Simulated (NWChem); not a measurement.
# C4H4ClF; SMILES FC1=C(Cl)CC1

```xyz
10

F      1.7038     1.2666     0.0000
C      0.4272     0.9030     0.0000
C     -0.2218    -0.2848     0.0000
Cl     0.2523    -1.9338     0.0000
C     -1.5899     0.3687     0.0000
C     -0.8227     1.7428     0.0000
H     -2.2025     0.1853     0.9066
H     -2.2025     0.1853    -0.9066
H     -0.9873     2.3632    -0.9057
H     -0.9873     2.3632     0.9057
```
Atoms are numbered in this order, from 1.

Results from NWChem. Structure relaxed at the PBE-D3(BJ)/def2-SVP level.

For level CAM-B3LYP/def2-SVP:

```yaml
highest occupied level (eV): -8.09
orbital gap (eV): 9.75
```

### Question
Estimate the same quantities for level TPSS/def2-SVP.

### Answer
| Item | Result |
|---|---|
| highest occupied level (eV) | -5.72 |
| orbital gap (eV) | 5.29 |
